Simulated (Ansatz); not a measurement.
Basis-set extrapolation for `CC([SiH3])S` (PBE0-D4/def2-TZVP geometry, frozen core, Ansatz 0.2.0). Multiplicity 1, RHF reference.

|  | def2-TZVPP | def2-QZVPP |
| --- | --- | --- |
| HF | -766.903667 | -766.927955 |
| MP2 correlation | -0.664865 | -0.712074 |
| CCSD(T) correlation | -0.754657 | not run |

Energies in hartree. Use E(X) = E(∞) + A·exp(−7.88·√X) for Hartree–Fock and E(X) = E(∞) + B·X^(−2.97) for correlation, with X = 3 and 4, and add CCSD(T) minus MP2 of the smaller set to the MP2 limit.

Task: What is the CCSD(T) energy at the basis-set limit?

Result: HF limit: -766.927955 + (-0.024288) × 0.13774 = -766.93130. MP2 limit: -0.712074 + (-0.047209) × 0.74074 = -0.74704. Higher-order term: -0.754657 − (-0.664865) = -0.08979. Total: -767.76813 hartree, 68.9 kcal/mol below CCSD(T)/def2-TZVPP.
